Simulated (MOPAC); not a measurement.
Input file for MOPAC: PM6 on SiC-, 2S+1 = 2, a spin state set in the input, which need not be the lowest, a point of a bond scan (R = 1.674 Å). Charge -1.

```
PM6 1SCF PRECISE CHARGE=-1 UHF MS=0.5 THREADS=1
CSi

C      0.00000000 1     0.00000000 1     0.00000000 1
Si     0.00000000 1     0.00000000 1     1.67409700 1
```

It printed:

```
*******************************************************************************
 **                                                                           **
 **                              MOPAC v23.2.5                                **
 **                                                                           **
 *******************************************************************************
 ** MOPAC's Digital Object Identifier: https://doi.org/10.5281/zenodo.6511958 **
 **                                                                           **
 ** Please cite the open-source release paper for use of this MOPAC version:  **
 ** J. E. Moussa and J. J. P. Stewart (2026)                                  **
 ** MOPAC: An open-source semiempirical molecular orbital program             **
 ** J. Open Source Softw., 11(119), 8025, https://doi.org/10.21105/joss.08025 **
 *******************************************************************************

                              PM6 CALCULATION RESULTS

 *******************************************************************************
 *  PM6        - The PM6 Hamiltonian to be used
 *  UHF        - UNRESTRICTED HARTREE-FOCK CALCULATION
 *
 *
 *
 *                 CHARGE ON SYSTEM = -1
 *
 *
 *
 *  MS=        - IN MECI, MAGNETIC COMPONENT OF SPIN =  0.5
 *  PRECISE    - TIGHTER CRITERIA TO BE USED
 *  1SCF       - DO 1 SCF AND THEN STOP
 *  THREADS=1  - MULTI-THREADING NOT USED
 *  T=         - A TIME OF 172800.0 SECONDS REQUESTED
 *  DUMP=N     - RESTART FILE WRITTEN EVERY 7200.0 SECONDS REQUESTED
 *******************************************************************************
PM6 1SCF PRECISE CHARGE=-1 UHF MS=0.5 THREADS=1
 CSi

   ATOM   CHEMICAL          X               Y               Z
  NUMBER   SYMBOL      (ANGSTROMS)     (ANGSTROMS)     (ANGSTROMS)

     1       C          0.00000000  *   0.00000000  *   0.00000000  *
     2      Si          0.00000000  *   0.00000000  *   1.67409700  *



          CARTESIAN COORDINATES

    NO.       ATOM           X           Y           Z

     1         C          0.0000      0.0000      0.0000
     2        Si          0.0000      0.0000      1.6741

 General Reference for PM6:
 "Optimization of Parameters for Semiempirical Methods V: Modification of NDDO Approximations
 and Application to 70 Elements", J. J. P. Stewart, J. Mol. Mod., 13, 1173-1213 (2007)
 URL: https://link.springer.com/article/10.1007/s00894-007-0233-4

           Empirical Formula: C Si  =     2 atoms



      MOLECULAR POINT GROUP   :   C*v


          UHF CALCULATION, NO. OF ALPHA ELECTRONS =    5
                           NO. OF BETA  ELECTRONS =    4

 -------------------------------------------------------------------------------
 PM6 1SCF PRECISE CHARGE=-1 UHF MS=0.5 THREADS=1
 CSi



     1SCF WAS SPECIFIED, SO BFGS WAS NOT USED
     SCF FIELD WAS ACHIEVED


                              PM6 CALCULATION
                                                       MOPAC v23.2.5 Linux




          FINAL HEAT OF FORMATION =        125.54896 KCAL/MOL =     525.29685 KJ/MOL


          COSMO AREA              =         87.71 SQUARE ANGSTROMS
          COSMO VOLUME            =         75.00 CUBIC ANGSTROMS

          IONIZATION POTENTIAL    =          2.822845 EV
          ALPHA SOMO LUMO (EV)    =         -3.475  3.586
          BETA  SOMO LUMO (EV)    =         -2.823  4.496
          NO. OF ALPHA ELECTRONS  =          5
          NO. OF BETA  ELECTRONS  =          4
          MOLECULAR WEIGHT        =         40.0965         POINT GROUP:  C*v

          MOLECULAR DIMENSIONS (Angstroms)

            Atom       Atom       Distance
           Si     2    C     1     1.67410
           Si     2    C     1     0.00000
            C     1   Si     2     0.00000


          SCF CALCULATIONS        =          1





   ATOM   CHEMICAL          X               Y               Z
  NUMBER   SYMBOL      (ANGSTROMS)     (ANGSTROMS)     (ANGSTROMS)

     1       C          0.00000000  *   0.00000000  *   0.00000000  *
     2      Si          0.00000000  *   0.00000000  *   1.67409700  *

                             CARTESIAN COORDINATES

   1    C        0.000000000     0.000000000     0.000000000
   2   Si        0.000000000     0.000000000     1.674097000


           Empirical Formula: C Si  =     2 atoms



      MOLECULAR POINT GROUP   :   C*v


          ALPHA EIGENVALUES
 -15.87637  -8.04795  -4.83334  -4.83334  -3.47485   3.58565   3.58565   5.20270
   8.39256   8.39256   8.81976   8.81976  10.35085


           BETA EIGENVALUES
 -15.56130  -6.67301  -2.82285  -2.82285   4.49592   5.36217   5.36217   6.05613
   7.96170   7.96170   9.17714   9.17714  10.46899


              NET ATOMIC CHARGES AND DIPOLE CONTRIBUTIONS

  ATOM NO.   TYPE          CHARGE      No. of ELECS.   s-Pop       p-Pop       d-Pop
    1          C          -0.119296        4.1193     1.47641     2.64288
    2         Si          -0.880704        4.8807     1.86496     2.85366     0.16208
 DIPOLE           X         Y         Z       TOTAL
 POINT-CHG.     0.000     0.000    -1.449     1.449
 HYBRID         0.000     0.000     0.710     0.710
 SUM            0.000     0.000    -0.739     0.739


          ATOMIC ORBITAL ELECTRON POPULATIONS

     Atom    s        px        py        pz      x^2-y^2     xz        z^2       yz        xy
    1  C   1.47641   0.89423   0.89423   0.85441
    2 Si   1.86496   1.06314   1.06314   0.72738   0.00000   0.04263   0.07683   0.04263   0.00000


                    (SZ)    =    0.500000
                    (S**2)  =    1.619276


          ATOMIC ORBITAL SPIN POPULATIONS

    Atom   Total    s     px     py     pz   x^2-y^2  xz     z^2    yz     xy
         Atomic
    1  C  2.1229  0.115  0.624  0.624  0.761
    2 Si -1.1229 -0.018 -0.655 -0.655  0.132 -0.000  0.031  0.011  0.031  0.000

 **********************
 *                    *
 * JOB ENDED NORMALLY *
 *                    *
 **********************




 == MOPAC DONE ==
```

The run finished. Its determinant has ⟨S²⟩ = 1.62, a mixture of spin states.

Cost: very roughly 0.020 core-seconds.
